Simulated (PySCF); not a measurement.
Input file for PySCF: R-B3LYP/6-31G* on HBr (SMILES Br).

```python
from pyscf import gto, scf, dft, mp
from pyscf.data.elements import chemcore

mol = gto.M(
    atom='''
    Br    0.28213495   -0.61514624    4.13039079
    H     0.06018047   -0.45154071    2.72170458
    ''',
    basis='6-31g*',
    cart=True,
    charge=0, spin=0, verbose=3, max_memory=1800)
mf = dft.RKS(mol, xc='b3lyp')
mf.conv_tol = 1e-8
mf.max_cycle = 100
mf.kernel()
if not mf.converged:
    mf = mf.newton().run(mf.mo_coeff, mf.mo_occ)
```

**Question.** Predict the final total energy.

**Answer.** -2574.4818 hartree.
